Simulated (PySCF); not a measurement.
Several structures and their simulated spectra, in scrambled order.

A. `[SiH3]C([SiH2]C(C)=O)([SiH3])C=O`
B. `CCc1ncnc(C(F)(F)F)n1`
C. SMILES Cc1ncnnc1C(C)C

Spectrum 1. ¹³C{¹H} NMR (computed): δ 252.5 (C), 210.3 (CH), 37.9 (CH3), 31.9 (C).

Spectrum 2. ¹³C{¹H} NMR (computed): δ 173.3 (C), 161.2 (CH), 160.7 (C), 34.8 (CH), 24.4 (CH3), 24.3 (CH3).

Spectrum 3. ¹³C{¹H} NMR (computed): δ 189.1 (C), 172.4 (CH), 171.6 (C), 128.6 (C), 35.3 (CH2), 11.5 (CH3).

Isolated molecule, non-relativistic, one averaged value for each set of equivalent atoms, one conformer. Coordinates at the GFN2-xTB level; σ from GIAO-PBE0/pcSseg-1; PySCF.

δ = σ(ref) − σ, references computed at the same level: TMS for ¹³C. Splittings of carbon signals by F and P are missing where no couplings were computed. Shifts are as computed. Against solution values, carbons near 30 ppm lie about +3 ppm off and those near 130 ppm about +5 ppm. Of 1211 compounds with measured shifts, 218 miss one by over three times the rms of a fit or turn the order of signals round; such compounds aren't used in these exercises.

Q: Which spectrum belongs to which compound?

A: 1–A, 2–C, 3–B.

- Spectrum 1 (A): 4 ¹³C signals; δC 210.3 is an aldehyde carbonyl carbon; δC 37.9 is a methyl carbon α to a carbonyl.
- Spectrum 2 (C): 6 ¹³C signals; δC 34.8 is an sp3 CH on an aromatic ring; δC 24.4 is a methyl carbon.
- Spectrum 3 (B): 6 ¹³C signals; δC 128.6 is a CF3 carbon; δC 35.3 is an sp3 CH2 on an aromatic ring.
